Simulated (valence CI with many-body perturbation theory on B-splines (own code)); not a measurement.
Results of a calculation; reference values are marked as such.
Sensitivity of CI+MBPT for Sc⁶⁺

Level of theory: valence CI with perturbative core correlation (CI+MBPT): five valence electrons over a frozen Dirac-Fock core [Ne], a basis of 6 s, 6 p, 5 d, 3 f, 1 g functions for each j, with the one-electron correlation potential Σ1, the two-electron term Σ2, the three-electron term Σ3, Breit, model QED; selected CI, second order for the rest (own B-spline code, finite nucleus).

No measured spectrum was set against this ion. As an estimate, levels hold to about 100 cm⁻¹ or 0.05 % of their energy and the worst to 300 or 400 cm⁻¹, as in measured light ions of charge 2 to 7. Among the levels kept, up to 1000 cm⁻¹ of a level comes from second order outside the variational space, and about a tenth of that is noise between levels of different J, which matters for small intervals.

The reference run has the lowest level 3s2.3p3 4S°_3/2 and an ionisation energy of 136.567 eV. Its largest variational space holds 10000 state functions.

Names give the largest LS component (configuration and term), which can be under half, so a name can repeat, a term be missing and a line seem to break the LS rules; names also repeat where a configuration has a term twice.

Changed runs:
A. shift of the energy in Σ1 (hartree) 0 → 1.344
B. scale of Σ1 1 → 0; natural orbitals for correlation on → off
C. box radius (bohr) 12.041 → 10.54; three-electron term on → off
D. box radius (bohr) 12.041 → 3.16 (bad on purpose)

Excitation energies of the reference run in cm⁻¹, and shifts in cm⁻¹:

| Level | Reference | A | B | C |
| --- | --- | --- | --- | --- |
| 3s2.3p3 2D°_3/2 | 29964 | +3.6 | +2059 | +142 |
| 3s2.3p3 2D°_5/2 | 30640 | +4.3 | +2041 | +139 |
| 3s2.3p3 2P°_1/2 | 49908 | +6.1 | +2221 | +231 |
| 3s2.3p3 2P°_3/2 | 50815 | +7.1 | +2183 | +226 |
| 3s.3p4 4P_5/2 | 175005 | +7.9 | -180 | -107 |
| 3s.3p4 4P_3/2 | 177713 | +10 | -216 | -107 |
| 3s.3p4 4P_1/2 | 179136 | +10 | -230 | -106 |
| 3s.3p4 2D_3/2 | 217266 | +15 | +1225 | -5.8 |
| 3s.3p4 2D_5/2 | 217572 | +15 | +1218 | -7.7 |
| 3s2.3p2.3d 2P_3/2 | 250662 | +20 | +1521 | +105 |
| 3s2.3p2.3d 2P_1/2 | 253250 | +21 | +1581 | +113 |
| 3s.3p4 2S_1/2 | 262475 | +21 | +2857 | +235 |
| Ionisation energy (eV) | 136.567 | +0.027 | -0.636 | +0.120 |

Run D: It gave no result. The program said: "need at least one array to concatenate".
